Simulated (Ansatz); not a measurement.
Geometry optimisation, RKS PBE0/def2-SVP (Ansatz 0.2.0).

input.yaml

```yaml
crystal:
  periodic: [false, false, false]
  atoms:
    - { symbol: B, position_ang: [-0.052893, -0.410818, 0.06693] }
    - { symbol: O, position_ang: [-0.143422, -0.552075, 1.433651] }
    - { symbol: H, position_ang: [-1.063971, -0.541016, 1.72139] }
    - { symbol: Cl, position_ang: [1.510394, -0.6459, -0.688791] }
    - { symbol: Cl, position_ang: [-1.512198, -0.267981, -0.917262] }
    - { symbol: "N", position_ang: [0.428288, 2.199541, 0.762522] }
    - { symbol: H, position_ang: [1.406269, 2.492857, 0.745253] }
    - { symbol: H, position_ang: [-0.138326, 3.039214, 0.899861] }
    - { symbol: H, position_ang: [0.317859, 1.608579, 1.608448] }
basis:
  gaussian: { orbitals: def2-SVP }
hamiltonian:
  xc: pbe0
relax:
  f_tol: 0.03
  max_steps: 50
output:
  orbitals: {}
```

Launched with:

```bash
$ ansatz run input.yaml --threads 2 --pin off --max-ram 3072MiB --backend cpu --events-out ev --progress --plain --runs-dir out
```

Q: Where does it end, and by what steps?

A: The forces met the threshold. After 14 steps the energy has fallen by 0.873 eV; H7 moved furthest, 0.96 Å. Joined: B1–N6 (2.74 → 1.62 Å).

```json
{"step": "0", "energy less start (eV)": "0.0000", "largest force component (eV/Å)": "1.021", "accepted": "yes"}
{"step": "1", "energy less start (eV)": "-0.0528", "largest force component (eV/Å)": "0.946", "accepted": "yes"}
{"step": "2", "energy less start (eV)": "-0.0889", "largest force component (eV/Å)": "1.758", "accepted": "yes"}
{"step": "3", "energy less start (eV)": "-0.1890", "largest force component (eV/Å)": "2.220", "accepted": "yes"}
{"step": "4", "energy less start (eV)": "-0.4826", "largest force component (eV/Å)": "1.315", "accepted": "yes"}
{"step": "5", "energy less start (eV)": "-0.6830", "largest force component (eV/Å)": "0.829", "accepted": "yes"}
{"step": "6", "energy less start (eV)": "-0.7225", "largest force component (eV/Å)": "0.431", "accepted": "yes"}
{"step": "7", "energy less start (eV)": "-0.7400", "largest force component (eV/Å)": "1.600", "accepted": "yes"}
{"step": "8", "energy less start (eV)": "-0.8142", "largest force component (eV/Å)": "0.382", "accepted": "yes"}
{"step": "9", "energy less start (eV)": "-0.8301", "largest force component (eV/Å)": "0.248", "accepted": "yes"}
{"step": "10", "energy less start (eV)": "-0.6613", "largest force component (eV/Å)": "3.401", "accepted": "no"}
{"step": "11", "energy less start (eV)": "-0.8562", "largest force component (eV/Å)": "0.110", "accepted": "yes"}
{"step": "12", "energy less start (eV)": "-0.8686", "largest force component (eV/Å)": "0.103", "accepted": "yes"}
{"step": "13", "energy less start (eV)": "-0.8724", "largest force component (eV/Å)": "0.042", "accepted": "yes"}
{"step": "14", "energy less start (eV)": "-0.8729", "largest force component (eV/Å)": "0.022", "accepted": "yes"}
```

```xyz
9
Properties=species:S:1:pos:R:3
B -0.028 0.268 0.393
O -0.591 -0.223 1.572
H -0.903 -1.126 1.468
Cl 1.557 -0.544 -0.151
Cl -1.199 0.483 -1.038
N 0.410 1.776 0.782
H 0.874 2.226 -0.007
H -0.421 2.316 1.036
H 1.052 1.747 1.577
```

Whether the end is a true minimum wasn't checked by a vibrational analysis.

Time of the run: 33 s on 2 threads of AMD EPYC 7R43 64-Core Processor (Zen 3), with other jobs on the host, peak memory 0.23 GiB.
